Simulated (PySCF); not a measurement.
A GIAO shielding run with PySCF 2.14 (density fitting, non-relativistic, gas phase) on `C(F)(F)[SiH2][SiH2][SiH3]`, CH₈F₂Si₃:

```
$ OMP_NUM_THREADS=1 python probes_run.py task.json out

{"job": {"kind": "nmr", "xc": "PBE0", "basis": "pcSseg-1"}, "charge": 0, "multiplicity": 1}
F     -0.855557     1.830967    -0.665952
C     -1.758365     0.839012    -0.397031
F     -1.705308    -0.001762    -1.474437
Si    -1.235054    -0.111970     1.211214
Si     0.853950    -1.006041     0.739856
Si     2.021654    -0.008308    -1.007238
H     -2.752025     1.304255    -0.407314
H     -1.340607     0.938366     2.230271
H     -2.383589    -0.998945     1.430387
H      1.605971    -0.969182     2.008380
H      0.657022    -2.449494     0.509993
H      3.361470    -0.592941    -1.139212
H      2.194761     1.426366    -0.777738
H      1.334999    -0.200797    -2.283345
```

Hardware: 1 thread of an Arm Neoverse N1, shared host. The job also computes population analyses, field gradients.

Task: How large is the calculation?

Result: 74 electrons, 163 basis functions and 920 auxiliary functions.

Task: How long does it take, and how much memory does it need?

Result: 41 s of wall time, with 12 SCF cycles and 4 response iterations; peak memory 0.72 GiB. Times on a shared host scatter by some tens of per cent.
